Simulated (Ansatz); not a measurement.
Total energies of In(PH3)F3 (InPH3F3) from Ansatz at PBE-D4/def2-TZVP, gas phase (1 Eh = 27.2114 eV = 2625.5 kJ/mol). The reference geometry is relaxed at r2SCAN-D4/def2-SVP.

```xyz
8

In    0.883    0.722   -0.997
P    -0.711   -0.581    0.805
H    -0.595   -0.232    2.172
H    -0.586   -1.988    0.904
H    -2.114   -0.475    0.647
F     2.615    0.290   -0.191
F     0.169    2.527   -0.740
F     0.339   -0.263   -2.599
```

| state | geometry | energy (Eh) |
| --- | --- | --- |
| charge 0 singlet | reference | -832.62181 |
| charge 1 doublet | reference | -832.21679 |
| free In atom (doublet) | – | -190.11735 |
| free P atom (quartet) | – | -341.10299 |
| free H atom (doublet) | – | -0.49962 |
| free F atom (doublet) | – | -99.66912 |

In the def2 sets In takes a core potential; there is no spin–orbit coupling.

(1) Work out the vertical ionisation energy to the doublet.

(2) What is the binding energy per atom against free atoms?

(1) E(charge 1 doublet) − E(charge 0 singlet) = -832.21679 − (-832.62181) = 0.40502 Eh = 11.02 eV. For comparison, −ε of the highest occupied level is 8.14 eV at this level, 2.88 eV less.

(2) Atoms: 1 × (-190.11735) + 1 × (-341.10299) + 3 × (-0.49962) + 3 × (-99.66912) = -831.72656 Eh. Binding: -831.72656 − (-832.62181) = 0.89525 Eh = 24.36 eV, or 3.05 eV for each of 8 atoms (no zero-point energy, no counterpoise term).
